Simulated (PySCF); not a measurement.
## Excitation energy of Al by level of theory

Al [Ne] 3s2 3p1 (2P) → Al [Ne] 3s2 3d1 (2D), as a difference of total energies. Calculation: PySCF 2.14, in aug-cc-pwCVTZ (8s7p5d3f, 75 functions); no relativity, point nucleus. Correlated levels: valence: [Ne] frozen; valence and next inner shell: 1s2 frozen; nothing frozen. The calculations carry no spin-orbit coupling.

```
                                method  excitation energy (eV)
                                   UHF                   4.406
                                   LDA                   4.109
                                   PBE                   4.065
                                  PBE0                   4.230
                                r2SCAN                   4.350
                                PBEsol                   4.066
                                 TPSSh                   4.292
                               wB97M-V                   4.258
                                 B97-3                   4.153
                         MP2 (valence)                   4.413
                     SCS-MP2 (valence)                   4.417
    MP2 (valence and next inner shell)                   4.392
SCS-MP2 (valence and next inner shell)                   4.401
                   MP2 (all electrons)                   4.393
               SCS-MP2 (all electrons)                   4.402
```

Errors of the correlated levels include the incompleteness of this basis and the frozen core.

The promoted electron is Rydberg-like, and one or two diffuse shells describe it only roughly, which tends to raise the upper state.

For comparison: 4.012 eV (measured; NIST levels, between the centres of gravity of the two terms).
